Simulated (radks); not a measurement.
Values are calculated unless marked as measured or tabulated.
Excited configurations of Er20+: one electron is placed in a higher orbital outside [Kr] 4d10 4f1. The ground configuration is [Kr] 4d10 4f2. Code: a radial shooting solver on a logarithmic mesh with Libxc functionals. Model: Dirac Kohn-Sham, BLYP, spin-unpolarised, spherical densities, point nucleus; open shells are shared between the two j in proportion to 2j + 1. Excitation = E - E(ground); binding = E(ion) - E, where the ion is the core of charge +21; n* = 21/sqrt(2 binding) in atomic units. These energies are relativistic, and a one-electron ion of charge +21 with no core already has n* below n in this formula (Dirac formula, point nucleus, mean over j: 5s 4.990, 5p 4.994, 5f 4.998, 6d 5.997, 7p 6.993, 7d 6.997, 7f 6.998). The quantum defect is therefore taken as that value minus n*, so that it holds no relativistic shift of the bare ion. Eigenvalue and <r> are those of j = l + 1/2.

| outer orbital | excitation (eV) | binding (eV) | n* | quantum defect | eigenvalue (eV) | <r> (bohr) |
|---|---|---|---|---|---|---|
| 5s | 48.635 | 470.28 | 3.572 | 1.418 | -458.07 | 0.9362 |
| 5p | 92.435 | 426.48 | 3.751 | 1.243 | -409.68 | 1.001 |
| 5f | 218.87 | 300.05 | 4.472 | 0.527 | -289.82 | 1.153 |
| 6d | 286.23 | 232.69 | 5.078 | 0.919 | -226.38 | 1.733 |
| 7p | 339.39 | 179.53 | 5.781 | 1.212 | -173.78 | 2.394 |
| 7d | 356.94 | 161.98 | 6.086 | 0.910 | -157.59 | 2.543 |
| 7f | 375.74 | 143.18 | 6.474 | 0.524 | -139.44 | 2.732 |

The Delta-SCF ionisation energy is 518.92 eV (NIST Atomic Spectra Database: 520 eV, theoretical). Self-interaction in the functional shifts the binding energies and quantum defects, so they are the method's values and not measured ones. Spin polarisation and multiplet splitting are left out, so open shells lie too high by an amount that depends on their filling. Sharing an open shell by 2j + 1 raises it above the true ground level by a part of the spin-orbit splitting, which enters the differences from NIST.

Beside tabulated values, note that spin-unpolarised runs miss the spin-polarisation part of the exchange energy of open shells.
